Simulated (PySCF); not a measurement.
H4NO3Ta, SMILES [OH][Ta]([NH2])(=[O])[OH], multiplicity 1. Heavy atoms are numbered as in [Ta:1](=[O:2])([OH:3])([OH:5])[NH2:7]. Hydrogens are named by the atom that carries them.

Geometry: B3LYP-D3(BJ)/def2-SVP. The spin state was assumed, not searched. The def2 effective core potentials stand for the cores of Ta; spin–orbit coupling is left out. One conformer was computed; it need not be the lowest.

Computed with PBE/def2-TZVP in PySCF.

ESP charges are fitted to the potential on shells at 1.4 to 2.0 van der Waals radii. Atomic charges (e), one atom of each kind:

```json
[
 {"atom": "Ta1", "Mulliken": "1.30", "ESP fit": "(withheld)"},
 {"atom": "O2", "Mulliken": "-0.48", "ESP fit": "-0.60"},
 {"atom": "O3 (OH)", "Mulliken": "-0.63", "ESP fit": "-0.70"},
 {"atom": "H on O3", "Mulliken": "0.33", "ESP fit": "(withheld)"},
 {"atom": "N7 (NH2)", "Mulliken": "-0.71", "ESP fit": "-1.10"},
 {"atom": "H on N7", "Mulliken": "0.25", "ESP fit": "(withheld)"}
]
```

**Question.** What belongs in the gaps? (Estimate from the structure and the level; the computed values follow.)

**Answer.** 
- Ta1, ESP fit: 1.48
- H on O3, ESP fit: 0.40
- H on N7, ESP fit: 0.40
